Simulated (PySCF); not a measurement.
W(O)2(F)2 anion (F2O2W), SMILES [F][W](=[O])(=[O])[F] (connectivity only; charge and spin as stated), charge -1, multiplicity 2.

Coordinates come from a PBE-D3(BJ)/def2-SVPD optimisation. The multiplicity is an assumed one; other spin states were not compared. The isomer is the one that the SMILES or the coordinates give; other isomers of the formula were not compared. The def2 effective core potentials stand for the cores of W; spin–orbit coupling is left out.

All values below come from PBE-D3(BJ)/def2-SVPD in PySCF 2.14.0.

Frequencies are harmonic and unscaled.

```
mode  ν (cm⁻¹)  IR (km/mol)  moving atoms (share of kinetic energy)
----  --------  -----------  --------------------------------------
1           60          0.0                          F 52 %, O 48 %
2          167          3.0                  O 66 %, F 18 %, W 16 %
3          200          7.0                  F 44 %, O 41 %, W 15 %
4          256          3.2                                  F 93 %
5          301          2.3                                  O 87 %
6          509         93.6                          F 90 %, W 10 %
7          564        134.3                          F 86 %, W 13 %
8          892        277.4                          O 88 %, W 12 %
9          932         76.3                                  O 95 %
```
